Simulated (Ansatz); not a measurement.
`CO[SiH](F)S[SiH2]F` + `[AlH2][SH]` → `F[SiH2][S][AlH2]` + `CO[SiH](F)S`  (ligand exchange at the Si–S bond)

Program: Ansatz. Geometries: PBE0-D4/def2-TZVP. ΔE: electronic, gas phase. CBS: MP2 limit from def2 TZ/QZ plus the TZ coupled-cluster correction, frozen cores. This one scheme is used for every species. Functionals use def2-TZVPP. B3LYP here is the variant with VWN-RPA as its local correlation; programs differ in this. One conformer a species, not always the lowest.

(1) Is it downhill or uphill in electronic energy at CCSD(T)/CBS, and by how much? (An estimate is asked.)

(2) What do these levels give: r2SCAN-D4, PBE0-D4, ωB97M-V, B2PLYP, r2SCAN, B3LYP, SCS-MP2/def2-TZVPP, CCSD/def2-TZVPP, CCSD(T)/def2-TZVPP, MP2/def2-QZVPP, MP2/CBS(def2), CCSD/CBS(def2)? (Best estimate.)

Largest T1 diagnostic among the species: 0.012.

Results:

(1) Ansatz gave: Nearly level: ΔE = +0.9 kJ/mol.

(2) Ansatz gave: r2SCAN-D4 2.5, PBE0-D4 2.4, ωB97M-V 1.2, B2PLYP -0.8, r2SCAN 1.2, B3LYP -1.9, SCS-MP2/def2-TZVPP -0.3, CCSD/def2-TZVPP -0.2, CCSD(T)/def2-TZVPP 0.7, MP2/def2-QZVPP 0.9, MP2/CBS(def2) 1.0, CCSD/CBS(def2) 0.0 kJ/mol.

In def2-TZVPP, CCSD(T) changes the Hartree–Fock value by +4.6 kJ/mol (the triples alone add +0.9 kJ/mol) and MP2 by +4.7 kJ/mol. The D4 term adds +5.1 kJ/mol with B3LYP and +3.3 kJ/mol with PBE0; it sums over pairs of atoms, weighted by their polarisabilities, and B3LYP, whose exchange is more repulsive, gets the larger term.
